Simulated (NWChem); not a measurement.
C3H4F2Si; SMILES CC#C[SiH](F)F

```xyz
10

C     -3.3196     0.2755     0.5095
C     -1.8764     0.1697     0.3978
C     -0.6529     0.0790     0.2939
Si     1.1455    -0.0527     0.1362
F      1.6867     1.0983    -0.8793
F      1.5276    -1.4868    -0.5331
H     -3.7038    -0.3370     1.3513
H     -3.8163    -0.0745    -0.4191
H     -3.6312     1.3262     0.6848
H      1.8765     0.0762     1.4268
```
Atoms are numbered in this order, from 1.

Program: NWChem. Pople sets run with spherical d functions. Coordinates come from a PBE-D3(BJ)/def2-SVP optimisation. Atomic charges in e: unrestrained fits to the electrostatic potential beside Mulliken populations; buried atoms are poorly determined by the fit.

### Question
What does the run give for Hartree-Fock/6-31G*? Quantities: ESP C1; Mulliken C1; ESP C2; Mulliken C2; ESP C3; Mulliken C3; ESP Si4; Mulliken Si4; ESP F5; Mulliken F5; relative RMS misfit of the potential (%).

### Answer
| Item | Result |
|---|---|
| ESP C1 | -0.06 |
| Mulliken C1 | -0.58 |
| ESP C2 | 0.15 |
| Mulliken C2 | 0.29 |
| ESP C3 | -0.57 |
| Mulliken C3 | -0.53 |
| ESP Si4 | 1.28 |
| Mulliken Si4 | 1.37 |
| ESP F5 | -0.40 |
| Mulliken F5 | -0.53 |
| relative RMS misfit of the potential (%) | 23 |
